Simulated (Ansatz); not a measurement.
Molecule: sum formula H₃SiO₃ (charge 0, doublet). It need not be the lowest isomer of its formula. 
Coordinates optimised at B3LYP-D3(BJ)/def2-TZVP (Ansatz, a program for electronic structure):
```xyz
7

O     -0.6455     1.3335    -0.7219
Si    -0.0450     0.1448     0.2714
O      1.5193    -0.0804    -0.1559
O     -0.8702    -1.2691     0.2661
H     -0.2473     0.7375     1.6065
H      1.9211    -0.9282     0.0511
H     -1.0718    -1.7078    -0.5643
```
Charge 0, spin multiplicity 2.

Quantity: atomisation energy (electronic, to ground-state atoms), in eV. Valence correlation only, unless marked. UHF or UKS for open shells. Spin-orbit coupling is left out. Non-relativistic. The coupled-cluster limit lacks core correlation, which all-electron functionals hold. CBS(X,Y): correlation extrapolated as X^-3; Hartree-Fock from the larger set.

```tsv
level	program	atomisation energy (eV)
revPBE-D4/def2-TZVPD	Ansatz + dftd4	26.47
B2PLYP-D4/def2-TZVPD	Ansatz + dftd4	26.68
CCSD/cc-pV(D+d)Z	Ansatz	?
CCSD(T)/CBS(aug-cc-pV(T+d)Z,aug-cc-pV(Q+d)Z)	Ansatz	?
```

Question: Some entries are withheld; supply them.

Answer: 
- CCSD/cc-pV(D+d)Z, atomisation energy (eV): 23.62
- CCSD(T)/CBS(aug-cc-pV(T+d)Z,aug-cc-pV(Q+d)Z), atomisation energy (eV): 27.23
